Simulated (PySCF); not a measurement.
PySCF 2.14 output of a UHF calculation on a single atom or ion in def2-TZVP with the def2 core potential (28 electrons) (6s4p3d1f, 40 functions), with a scalar-relativistic core potential:

```
SCF conv_tol = 1e-09
number electrons alpha = 9  beta = 7
cycle= 1 E= -126.158471765492  delta_E= -0.00709  |g|= 0.0284  |ddm|= 0.043
cycle= 2 E= -126.158654371648  delta_E= -0.000183  |g|= 0.00497  |ddm|= 0.00722
cycle= 3 E= -126.158661452246  delta_E= -7.08e-06  |g|= 0.000659  |ddm|= 0.00213
cycle= 4 E= -126.158661681073  delta_E= -2.29e-07  |g|= 0.000264  |ddm|= 0.000479
cycle= 5 E= -126.158661727231  delta_E= -4.62e-08  |g|= 2.99e-05  |ddm|= 0.000277
cycle= 6 E= -126.158661727673  delta_E= -4.43e-10  |g|= 2.57e-06  |ddm|= 3.33e-05
converged SCF energy = -126.158661727673  <S^2> = 2.0029526  2S+1 = 3.0019677
```

The run itself started from symmetry-adapted Hartree-Fock orbitals and held the occupation by maximum overlap, so the iterations belong to that start.

Task: Which element, charge and spin multiplicity is this?

Result: Pd²⁺ (palladium, charge +2), multiplicity 3; the state was [Kr] 4d8, high-spin 3F determinant.

Energies and moments cover only the electrons outside the core potential.
